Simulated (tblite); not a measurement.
C3H9F2PSi.
SMILES with atom numbers: `[CH3:1][Si:2]([CH3:3])([CH3:4])[P:5]([F:6])[F:7]` (hydrogens: H8, H9, H10 on C1; H11, H12, H13 on C3; H14, H15, H16 on C4)

A start from a force field or distance geometry was refined with tblite, GFN2-xTB geometry optimisation, gas phase. Values at the start:

```csv
coordinate,start
C1–Si2,1.855 Å
C1–H8,1.097 Å
Si2–P5,2.249 Å
P5–F6,1.585 Å
C1–Si2–C3,110.3°
C1–Si2–P5,108.0°
Si2–P5–F6,97.6°
C4–Si2–P5,108.7°
F6–P5–F7,94.7°
```

Problem. How do these coordinates change at the GFN2-xTB level?

Solution. 
| coordinate | GFN2-xTB (Å or °) | change |
| --- | --- | --- |
| Si2–P5 | 2.324 | +0.075 |
| P5–F6 | 1.637 | +0.052 |
| C1–Si2 | 1.907 | +0.052 |
| C1–H8 | 1.086 | -0.011 |
| Si2–P5–F6 | 94.9 | -2.7 |
| C1–Si2–P5 | 105.7 | -2.3 |
| C1–Si2–C3 | 111.6 | +1.3 |
| F6–P5–F7 | 93.9 | -0.8 |
| C4–Si2–P5 | 109.1 | +0.4 |

The energy falls by 4.5 kcal/mol over 30 L-BFGS steps, the largest force on an atom goes from 2.27 to 0.009 eV/Å, and the atoms move by 0.057 Å rms after alignment. The bond that changes most is Si2–P5 (four-coordinate silicon to three-coordinate phosphorus), which lengthens by 0.075 Å. Bonds longer at the end by more than 0.005 Å: 6 of 15; shorter: 5. Rotational constants go from 2264, 1300, 1181 to 2127, 1264, 1151 MHz.

On AMD EPYC 7R43, one thread, shared host with 256 logical CPUs at a one-minute load of 89, this took 0.35 s.

Its GFN2-xTB frequencies are all real (lowest 23 cm⁻¹).

The values belong to the conformer `[CH3:1][Si:2]([CH3:3])([CH3:4])[P:5]([F:6])[F:7]`: C1–Si2–P5–F6 -73°.

These are computed values.
